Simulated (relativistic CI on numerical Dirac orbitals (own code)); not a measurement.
## W4+: N6,7 absorption edge

Computed with this model: Dirac-Coulomb-Breit CI, orbitals from a KLI potential per configuration, model QED (radiative potential, 1s self-energy scaled to tabulated hydrogen-like ionisation energies), valence Slater integrals scaled by 0.8, multiplet model of core-to-valence dipole absorption; configurations [Xe] 4f14 5d2 → [Xe] 4f13 5d3; 10 K; Lorentzian 0.18 eV and Gaussian 0.3 eV FWHM. Energies are those of the free ion, without screening or charge transfer. The branching ratio is the share of the lower-energy edge in the whole absorption, uncertain by about 0.02 where the edges overlap. S is read from ⟨S²⟩ = S(S + 1).

Field parameters in Wybourne normalisation: D4h B²₀ = −7Ds, B⁴₀ = 21(Dq − Dt), B⁴₄ = 21√(5/14) Dq. The field is a parameter set, without covalency.

Computed curve for free ion, scaled to 100 at the maximum (points under 2 are left out and the grid is thinned):

(Energy (eV), Intensity): (32.5, 2.3), (32.6, 2.4), (32.7, 2.2), (32.9, 2.1), (33.0, 2.6), (33.1, 3.8), (33.2, 5.6), (33.3, 6.9), (33.4, 6.9), (33.5, 5.8), (33.6, 5.4), (33.7, 6.8), (33.8, 10.0), (33.9, 13.3), (34.0, 14.6), (34.1, 14.1), (34.2, 12.8), (34.3, 11.9), (34.4, 13.2), (34.5, 18.0), (34.6, 24.6), (34.7, 28.2), (34.8, 26.6), (34.9, 24.1), (35.0, 25.1), (35.1, 29.2), (35.2, 33.5), (35.3, 36.6), (35.4, 40.3), (35.5, 47.1), (35.6, 57.2), (35.7, 70.1), (35.8, 86.1), (35.9, 99.7), (36.0, 100.0), (36.1, 83.7), (36.2, 62.9), (36.3, 52.1), (36.4, 54.1), (36.5, 59.8), (36.6, 59.0), (36.7, 50.3), (36.8, 40.1), (36.9, 35.7), (37.0, 38.8), (37.1, 44.8), (37.2, 47.0), (37.3, 41.6), (37.4, 30.9), (37.5, 21.1), (37.6, 14.7), (37.7, 10.6), (37.8, 7.9), (37.9, 6.1), (38.0, 4.8), (38.1, 3.8), (38.2, 3.3), (38.3, 3.0), (38.4, 2.6), (38.5, 2.1)

The ground state has S = 0.95, and the centroid lies at 35.98 eV.
